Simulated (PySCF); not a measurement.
From one molecule to another.

First species: C4H5FOS.
InChI=1S/C4H5FOS/c1-4(5)7-3-2-6/h2H,1,3H2

Second species: C₃H₆F₃NSi₂.
Cartesian coordinates in Å at the GFN2-xTB level; atoms count from 1:
```
atom  x, y, z in Å
C1     3.551   -0.812   -0.585
C2     2.725    0.056   -0.472
Si3    1.453    1.387   -0.272
N4    -0.063    0.663    0.229
Si5   -1.070   -0.360   -0.700
C6    -2.575   -0.688    0.478
F7    -3.405   -1.642    0.012
F8    -2.197   -1.096    1.711
F9    -3.341    0.404    0.678
H10    4.272   -1.572   -0.687
H11    1.834    2.302    0.804
H12    1.209    2.011   -1.572
H13   -0.253    0.711    1.218
H14   -1.615    0.327   -1.866
H15   -0.529   -1.683   -1.010
```

Levels: PBE0/def2-SVPD for dipole moment, HOMO energy, LUMO energy, HOMO–LUMO gap, static isotropic polarisability and electronic spatial extent ⟨r²⟩ about the centre of nuclear charge; TDDFT PBE0/def2-SVPD for lowest singlet excitation; TDA PBE0/def2-SVPD for lowest triplet excitation (Tamm–Dancoff); GFN2-xTB for rotational constant A and rotational constant C. Geometries: GFN2-xTB. Each structure is a single optimised conformer of the isolated species, non-relativistic unless stated; the electronic structure was computed with PySCF and density fitting.

The conformers computed, where there is a choice (atom-mapped SMILES and torsion angles):
- `[CH2:1]=[C:2]([F:3])[S:4][CH2:5][CH:6]=[O:7]`: C1–C2–S4–C5 -7°, C2–S4–C5–C6 76°, S4–C5–C6–O7 -124°
- `[CH:1]#[C:2][SiH2:3][NH:4][SiH2:5][C:6]([F:7])([F:8])[F:9]`: C2–Si3–N4–Si5 -68°, Si3–N4–Si5–C6 -178°, N4–Si5–C6–F7 -171°

Values for the first species:

| Item | Value |
| --- | --- |
| Dipole moment | 1.95 D |
| HOMO energy | -7.00 eV |
| LUMO energy | -1.50 eV |
| HOMO–LUMO gap | 5.50 eV |
| Lowest singlet excitation | 4.11 eV |
| Lowest triplet excitation (Tamm–Dancoff) | 3.55 eV |
| Static isotropic polarisability | 72.3 au |
| Electronic spatial extent ⟨r²⟩ about the centre of nuclear charge | 979 bohr² |
| Rotational constant A | 3.908 GHz |
| Rotational constant C | 1.126 GHz |

Estimate the same properties for the second species, and the change in each.

```tsv
property	first	second	second less first
dipole moment	1.95 D	2.88 D	+0.93 D
HOMO energy	-7.00 eV	-8.06 eV	-1.06 eV
LUMO energy	-1.50 eV	-0.86 eV	+0.64 eV
HOMO–LUMO gap	5.50 eV	7.20 eV	+1.70 eV
lowest singlet excitation	4.11 eV	5.88 eV	+1.77 eV
lowest triplet excitation (Tamm–Dancoff)	3.55 eV	4.91 eV	+1.36 eV
static isotropic polarisability	72.3 au	93.9 au	+21.6 au
electronic spatial extent ⟨r²⟩ about the centre of nuclear charge	979 bohr²	2274 bohr²	+1295 bohr²
rotational constant A	3.908 GHz	2.515 GHz	-1.393 GHz
rotational constant C	1.126 GHz	0.466 GHz	-0.660 GHz
```

On the first: No computed singlet falls in the visible range (750 to 380 nm, 1.65 to 3.26 eV); S1 lies 0.85 eV above its blue end.

On the second: The dipole equals about 9.6 × 10⁻³⁰ C·m (1 D = 3.33564 × 10⁻³⁰ C·m). The 8 singlets span 5.88 to 7.43 eV, and their oscillator strengths add up to 0.09.
